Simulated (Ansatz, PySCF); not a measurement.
MoO2FCl, SMILES [F][Mo]([Cl])(=[O])=[O], multiplicity 1.

Geometry optimised at B3LYP-D3(BJ)/def2-SVP. The multiplicity is an assumed one; no other spin state was optimised. The structure was generated by enumeration; whether it is a known compound was not checked. The def2 effective core potentials stand for the cores of Mo; spin–orbit coupling is left out.

Vertical ionisation energy (IE) and electron affinity (EA) in eV. Rows of orbital energies are one-electron estimates. Where ΔSCF, EOM or ADC give a negative EA the extra electron is unbound and the value depends on the basis.

| level | IE | EA |
|---|---|---|
| −ε(HOMO), −ε(LUMO), CAM-B3LYP/def2-TZVP (PySCF) | 11.44 | 2.68 |
| −ε(HOMO), −ε(LUMO), PBE/def2-TZVP (PySCF) | 8.39 | 4.35 |
| ΔSCF, PBE0/def2-SVPD (Ansatz), final states of multiplicity 2 and 2 | 12.18 | 1.83 |
| ΔSCF, PBE/def2-SVPD (Ansatz), final states of multiplicity 2 and 2 | ___ | ___ |

Task: What belongs in the gaps? (An estimate is asked for; the answer gives what the named calculation found.)

Result: 
- ΔSCF, PBE/def2-SVPD (Ansatz, a program for electronic structure), final states of multiplicity 2 and 2, IE: 11.77
- ΔSCF, PBE/def2-SVPD (Ansatz), final states of multiplicity 2 and 2, EA: 1.31

Task: What vertical singlet–triplet gap does ΔSCF give with PBE0/def2-SVPD (Ansatz) and with PBE/def2-SVPD (Ansatz)? (The exact figures need the calculation; the answer reports its results.)

Result: 3.76 and 4.05 eV (triplet above singlet where positive).
